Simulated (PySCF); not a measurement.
# Broadened absorption spectrum of C4H11BSe

Compound: C4H11BSe.
Bonds: C1–Se2, Se2–C3, C3–B4, B4–C5, B4–C6. Hydrogens: H7, H8, H9 on C1; H10, H11 on C3; H12, H13, H14 on C5; H15, H16, H17 on C6.

Computed, not measured: TDDFT CAM-B3LYP/def2-SVPD, vertical, gas phase, core orbitals frozen in the response (PySCF 2.14.0, density-fitted response routines). Geometry: PBE0-D3(BJ)/def2-SVP, one conformer, isolated molecule. The CAM-B3LYP/def2-SVPD calculation is non-relativistic and has no spin–orbit coupling, an omission that weighs most on selenium. Torsions of this conformer, `[CH3:1][Se:2][CH2:3][B:4]([CH3:5])[CH3:6]`: C1–Se2–C3–B4 -99°, Se2–C3–B4–C5 -91°.

Each state is given a Gaussian of 0.5 eV full width at half maximum, with ε(max) = 2.175×10⁸ f / Δν̃ (Δν̃ the width in cm⁻¹). The cross-section is σ = 3.8235×10⁻²¹ ε cm², given in Mb (10⁻¹⁸ cm²). The width is an assumption, not a result. The curve ends short of the highest state used, and states not computed would add to its high-energy end.

λ (nm), σ (Mb) and a bar:
```
    177.8      16.01 ########################
    182.9       6.41 #########
    188.0       6.03 #########
    193.1      11.34 #################
    198.3      17.04 #########################
    203.4      19.91 #############################
    208.5      20.25 ##############################
    213.6      18.64 ############################
    218.8      14.27 #####################
    223.9       8.48 #############
    229.0       3.93 ######
    234.1       1.73 ###
    239.2       1.27 ##
    244.4       1.52 ##
    249.5       1.74 ###
    254.6       1.63 ##
    259.7       1.26 ##
    264.9       0.80 #
    270.0       0.44 #
    275.1       0.21 
    280.2       0.09 
    285.3       0.03 
    290.5       0.01 
    295.6       0.00
```

(1) Where are the band maxima, and which computed states make them?

(2) Coming from long wavelengths, where does ε first pass 100 L mol⁻¹ cm⁻¹?

(3) On this curve, what absorbance would a 10⁻³ mol/L sample give at 254 nm over a 1 cm path?

Results:

(1) 251 nm (4.95 eV), ε about 460, made up of S1 (99%); 207 nm (5.99 eV), ε about 5300, made up of S2 (37%) and S3 (56%) (ε in L mol⁻¹ cm⁻¹; maxima over ε = 5, shares over 10%). At its high-energy end, 6.97 eV, the curve is still rising (ε about 4100, from S5, S6 and S8). The states used: S1 4.94 eV (f 0.0084); S2 5.76 eV (f 0.068); S3 6.11 eV (f 0.064); S4 6.38 eV (f 0.033); S5 7.01 eV (f 0.015); S6 7.08 eV (f 0.026); S7 7.20 eV (f 0.0085); S8 7.27 eV (f 0.088); S9 7.41 eV (f 0.0039); S10 7.57 eV (f 0.055).

(2) At about 271 nm (4.58 eV), 0.37 eV below S1.

(3) 254 nm is 4.881 eV, where ε is about 430 L mol⁻¹ cm⁻¹, so A = ε c l ≈ 0.43 (Beer–Lambert, with the gas-phase spectrum and the assumed width).

The vertical ionisation energy (ΔSCF) is 8.55 eV, 0.97 eV above S10.
